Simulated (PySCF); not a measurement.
## How methods differ on the ionisation energy of Ti⁹⁺

Ti⁹⁺ [Ne] 3s2 3p1 (2P) → Ti¹⁰⁺ [Ne] 3s2 (1S), as a difference of total energies. All numbers are calculated (PySCF 2.14, scalar relativity by spin-free X2C-1e, in an uncontracted even-tempered set (19 s from 0.32 bohr⁻², ratio 2.5; 12 p from 0.42 bohr⁻², ratio 2.5; 5 d from 2.8 bohr⁻², ratio 2.7; 5 f from 4.2 bohr⁻², ratio 2.7)). Correlated levels: outer shells: 1s2 frozen; virtual orbitals above 40 to 60 times the deepest correlated orbital energy dropped. The calculations carry no spin-orbit coupling.

| method | ionisation energy (eV) |
| --- | --- |
| UHF | 215.23 |
| LDA | 216.33 |
| PBE | 216.38 |
| PBE0 | 216.34 |
| r2SCAN | 216.46 |
| TPSSh | 216.49 |
| MN15 | 217.82 |
| MP2 (outer shells) | 215.75 |
| SCS-MP2 (outer shells) | 215.69 |

How much does correlation contribute at MP2 (outer shells)?

215.75 − (215.23) = 0.52 eV, measured against UHF.

A first-order spin-orbit estimate (lowest level to lowest level, LS coupling) adds 0.592 eV.

For comparison: 215.92 ± 0.12 eV (measured; NIST Atomic Spectra Database, ionization energies).
